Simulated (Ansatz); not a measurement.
Gas-phase electronic energies from Ansatz, PBE0-D4/def2-TZVP geometries. CBS: MP2 limit from def2 TZ/QZ plus the TZ coupled-cluster correction, frozen cores. This one scheme is used for every species. Functionals use def2-TZVPP. B3LYP here is the variant with VWN-RPA as its local correlation; programs differ in this. HSE06 is defined as in plane-wave codes. Triplets are unrestricted, without spin–orbit coupling. def2 core potentials past Kr. For Sn outer-core shells are correlated without core-valence functions, which leaves a few kJ/mol of doubt a bond.

Consider the formal loss of a carbene: `[CH3][SnH2][SiH3]` → `[CH2]` (triplet) + `[SiH3][SnH3]`.

```json
{"level": "LDA (SPW92)", "ΔE (kJ/mol)": "522.4", "difference from CCSD(T)/CBS": "57.9"}
{"level": "PBE-D4", "ΔE (kJ/mol)": "464.2", "difference from CCSD(T)/CBS": "-0.3"}
{"level": "revPBE-D4", "ΔE (kJ/mol)": "450.0", "difference from CCSD(T)/CBS": "-14.5"}
{"level": "BLYP-D4", "ΔE (kJ/mol)": "451.5", "difference from CCSD(T)/CBS": "-13.0"}
{"level": "B97M-V", "ΔE (kJ/mol)": "451.7", "difference from CCSD(T)/CBS": "-12.8"}
{"level": "PBE0-D4", "ΔE (kJ/mol)": "454.5", "difference from CCSD(T)/CBS": "-10.0"}
{"level": "B3LYP-D4", "ΔE (kJ/mol)": "450.6", "difference from CCSD(T)/CBS": "-13.9"}
{"level": "r2SCANh-D4", "ΔE (kJ/mol)": "433.4", "difference from CCSD(T)/CBS": "-31.1"}
{"level": "r2SCAN0-D4", "ΔE (kJ/mol)": "430.5", "difference from CCSD(T)/CBS": "-34.0"}
{"level": "BHLYP-D4", "ΔE (kJ/mol)": "438.0", "difference from CCSD(T)/CBS": "-26.5"}
{"level": "CAM-B3LYP-D4", "ΔE (kJ/mol)": "452.2", "difference from CCSD(T)/CBS": "-12.3"}
{"level": "ωB97X-V", "ΔE (kJ/mol)": "466.4", "difference from CCSD(T)/CBS": "1.9"}
{"level": "ωB97M-V", "ΔE (kJ/mol)": "459.9", "difference from CCSD(T)/CBS": "-4.6"}
{"level": "B2PLYP", "ΔE (kJ/mol)": "450.4", "difference from CCSD(T)/CBS": "-14.1"}
{"level": "PBE-QIDH", "ΔE (kJ/mol)": "455.2", "difference from CCSD(T)/CBS": "-9.3"}
{"level": "PBE", "ΔE (kJ/mol)": "458.2", "difference from CCSD(T)/CBS": "-6.3"}
{"level": "revPBE", "ΔE (kJ/mol)": "435.2", "difference from CCSD(T)/CBS": "-29.3"}
{"level": "BLYP", "ΔE (kJ/mol)": "439.1", "difference from CCSD(T)/CBS": "-25.4"}
{"level": "B3LYP", "ΔE (kJ/mol)": "441.0", "difference from CCSD(T)/CBS": "-23.5"}
{"level": "r2SCAN0", "ΔE (kJ/mol)": "428.6", "difference from CCSD(T)/CBS": "-35.9"}
{"level": "HSE06", "ΔE (kJ/mol)": "450.0", "difference from CCSD(T)/CBS": "-14.5"}
{"level": "BHLYP", "ΔE (kJ/mol)": "429.8", "difference from CCSD(T)/CBS": "-34.7"}
{"level": "CAM-B3LYP", "ΔE (kJ/mol)": "446.6", "difference from CCSD(T)/CBS": "-17.9"}
{"level": "LC-ωPBE", "ΔE (kJ/mol)": "444.3", "difference from CCSD(T)/CBS": "-20.2"}
{"level": "RPA@PBE/def2-TZVPP", "ΔE (kJ/mol)": "441.6", "difference from CCSD(T)/CBS": "-22.9"}
{"level": "HF/def2-SVP", "ΔE (kJ/mol)": "304.9", "difference from CCSD(T)/CBS": "-159.6"}
{"level": "MP2/def2-SVP", "ΔE (kJ/mol)": "442.0", "difference from CCSD(T)/CBS": "-22.5"}
{"level": "CCSD/def2-SVP", "ΔE (kJ/mol)": "420.9", "difference from CCSD(T)/CBS": "-43.6"}
{"level": "CCSD(T)/def2-SVP", "ΔE (kJ/mol)": "429.2", "difference from CCSD(T)/CBS": "-35.3"}
{"level": "HF/def2-TZVPP", "ΔE (kJ/mol)": "305.9", "difference from CCSD(T)/CBS": "-158.6"}
{"level": "MP2/def2-TZVPP", "ΔE (kJ/mol)": "466.9", "difference from CCSD(T)/CBS": "2.4"}
{"level": "SCS-MP2/def2-TZVPP", "ΔE (kJ/mol)": "464.7", "difference from CCSD(T)/CBS": "0.2"}
{"level": "CCSD/def2-TZVPP", "ΔE (kJ/mol)": "437.1", "difference from CCSD(T)/CBS": "-27.4"}
{"level": "CCSD(T)/def2-TZVPP", "ΔE (kJ/mol)": "449.4", "difference from CCSD(T)/CBS": "-15.1"}
{"level": "HF/def2-QZVPP", "ΔE (kJ/mol)": "306.3", "difference from CCSD(T)/CBS": "-158.2"}
{"level": "MP2/def2-QZVPP", "ΔE (kJ/mol)": "475.7", "difference from CCSD(T)/CBS": "11.2"}
{"level": "SCS-MP2/def2-QZVPP", "ΔE (kJ/mol)": "474.6", "difference from CCSD(T)/CBS": "10.1"}
{"level": "HF/CBS(def2)", "ΔE (kJ/mol)": "306.3", "difference from CCSD(T)/CBS": "-158.2"}
{"level": "MP2/CBS(def2)", "ΔE (kJ/mol)": "482.0", "difference from CCSD(T)/CBS": "17.5"}
{"level": "CCSD/CBS(def2)", "ΔE (kJ/mol)": "452.2", "difference from CCSD(T)/CBS": "-12.3"}
{"level": "CCSD(T)/CBS", "ΔE (kJ/mol)": "464.5", "difference from CCSD(T)/CBS": "0"}
```

Largest T1 diagnostic among the species: 0.013.

From BLYP to BHLYP (50 % exact exchange), in def2-TZVPP and without D4, ΔE moves by −9.3 kJ/mol. Leaving LDA and LC-ωPBE aside and taking each functional with its dispersion term where it has one, the values spread over 35.9 kJ/mol, from r2SCAN0-D4 to ωB97X-V. LDA lies +64.2 kJ/mol from PBE without D4. In def2-TZVPP, CCSD(T) changes the Hartree–Fock value by +143.4 kJ/mol (the triples alone add +12.3 kJ/mol) and MP2 by +160.9 kJ/mol.
